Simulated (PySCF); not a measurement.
# How methods differ on the ionisation energy of La⁴⁹⁺

La⁴⁹⁺ [He] 2s2 2p4 (3P) → La⁵⁰⁺ [He] 2s2 2p3 (4S), as a difference of total energies. Computed with PySCF 2.14 in an even-tempered Gaussian basis (19 s from 24 bohr⁻², ratio 2.2; 12 p from 31 bohr⁻², ratio 2.2; 5 d from 130 bohr⁻², ratio 2.4; 5 f from 190 bohr⁻², ratio 2.4; 4 g from 280 bohr⁻², ratio 2.4), with scalar relativity by spin-free X2C-1e. Correlated levels: nothing frozen; virtual orbitals above 40 to 60 times the deepest correlated orbital energy dropped. The calculations carry no spin-orbit coupling.

| method | ionisation energy (eV) |
| --- | --- |
| UHF | 9296.2 |
| LDA | 9290.9 |
| PBE | 9299.0 |
| PBE0 | 9298.8 |
| r2SCAN | 9300.9 |
| revPBE | 9298.7 |
| SCS-MP2 (all electrons) | 9298.0 |

**Question.** Estimate what BLYP gives.

**Answer.** 9300.2 eV, closest to r2SCAN among the rows shown.

**Question.** Estimate what MP2 (all electrons) gives.

**Answer.** 9297.9 eV, closest to SCS-MP2 (all electrons) among the rows shown.

Spin-orbit coupling is strong in these open shells (close to jj coupling). The scalar numbers leave it out and a first-order estimate fails, so it can dominate the gap to the real levels.

For this ion Breit and QED terms and the two-electron picture change, all absent here, outweigh the differences among the correlated methods.

For comparison: 9184 ± 4 eV (theoretical estimate listed by NIST; NIST Atomic Spectra Database, ionization energies).
